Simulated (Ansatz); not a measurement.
Relaxation of AlH₄NOSi (8 atoms, charge 0, multiplicity 1), to a largest force component of 0.015 eV/Å in at most 40 steps.

Method: Ansatz, RKS PBE0/def2-SVP.

```xyz
8
Properties=species:S:1:pos:R:3
O -0.613 2.910 0.409
Si -0.361 1.631 -0.349
N -0.011 0.132 0.445
Al 0.341 -1.591 0.040
H -0.349 1.363 -1.769
H -0.006 0.278 1.456
H 0.598 -2.671 1.112
H 0.394 -2.032 -1.436
```

Where does it end, and by what steps?

The forces met the threshold. After 7 steps the energy has fallen by 0.149 eV; H8 moved furthest, 0.26 Å.

```tsv
step	energy less start (eV)	largest force component (eV/Å)	accepted
0	0.0000	2.004	yes
1	-0.1162	1.061	yes
2	-0.1381	0.128	yes
3	-0.1439	0.127	yes
4	-0.1473	0.222	yes
5	-0.1474	0.219	yes
6	-0.1475	0.189	yes
7	-0.1488	0.010	yes
```

```xyz
8
Properties=species:S:1:pos:R:3
O -0.618 2.932 0.263
Si -0.339 1.540 -0.308
N -0.007 0.119 0.571
Al 0.335 -1.566 0.001
H -0.310 1.189 -1.752
H -0.008 0.274 1.581
H 0.602 -2.657 1.114
H 0.340 -1.812 -1.561
```

Whether the end is a true minimum wasn't checked by a vibrational analysis.

Run time: 25 s on 1 thread of Intel(R) Xeon(R) Platinum 8375C CPU @ 2.90GHz (Ice Lake) (shared host), peak memory 0.17 GiB.
